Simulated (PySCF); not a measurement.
## Gas-phase thermal properties of Hf(NH2)4

Method: PySCF energies (xtb for GFN2) plus ideal-gas RRHO corrections (1 bar). All species are closed-shell singlets. Hf: scalar-relativistic def2 core potential, no spin-orbit coupling. Hf(NH2)4: computed as isolated molecules; such fragments, hydroxides, amides, oligomers or adducts are transient or little studied in the gas. The harmonic model lacks anharmonicity and excited electronic states, which grow with temperature; levels with a mode under 35 cm⁻¹ are left out. Soft modes under 120 cm⁻¹ make the harmonic entropy rough for Hf(NH2)4.

```csv
level,point group,σ,ZPE (kJ/mol),S°298 (J/mol/K),Cp298 (J/mol/K),S°1000 (J/mol/K),H1000 − H298 (kJ/mol)
GFN2-xTB,S4,2,230.9,462.5,177.3,714.3,150.3
PBE/def2-SVP,S4,2,248.0,412.4,166.8,658.7,147.6
PBE0/def2-TZVP,S4,2,255.9,414.1,165.9,658.5,146.3
```
σ: rotational symmetry number. Electronic degeneracy used: 1. Frequencies are unscaled.
